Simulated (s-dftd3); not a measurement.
CClF₃, triplet, at the geometry of the source list (a higher spin typed on purpose: for a closed-shell molecule this is an excited state); D3(zero) for tpssh (s-dftd3).

Input for s-dftd3:
```
$ s-dftd3 mol.xyz --zero tpssh --json dftd3.json --noedisp --grad

# file mol.xyz
5

F     -0.57610000    -0.63500000    -1.04370000
C     -0.07440000    -0.00180000     0.00350000
F     -0.57130000     1.22370000     0.02310000
F     -0.47540000    -0.62840000     1.09700000
Cl     1.69720000     0.04150000    -0.08000000
```

It wrote (shortened):

```
-----------------------------------
 s i m p l e   D F T - D 3  v1.4.0
-----------------------------------

Zero (Chai-Head-Gordon) damping: tpssh-D3(0)
--------------------
  s6         1.0000
  s8         1.2190
  s9         0.0000
 rs6         1.2230
 rs8         1.0000
 alp        14.0000
--------------------

Dispersion energy:      -9.2263191600833E-04 Eh

Gradient norm:           1.1942263878275E-03 Eh/a0
--------------------------------------------------
     #    Z           dE/dx      dE/dy      dE/dz
--------------------------------------------------
     1    9 F     2.560E-04  2.486E-04  4.059E-04
     2    6 C     1.356E-05  3.304E-07 -6.400E-07
     3    9 F     2.541E-04 -4.769E-04 -1.050E-05
     4    9 F     2.167E-04  2.460E-04 -4.297E-04
     5   17 Cl   -7.404E-04 -1.810E-05  3.489E-05
--------------------------------------------------

Virial:
--------------------------------------------------
      component           x          y          z
--------------------------------------------------
          x      -3.124E-03 -3.497E-05  6.741E-05
          y      -3.497E-05 -1.695E-03  1.607E-06
          z       6.741E-05  1.607E-06 -1.697E-03
--------------------------------------------------

[Info] JSON dump of results written to 'dftd3.json'
```
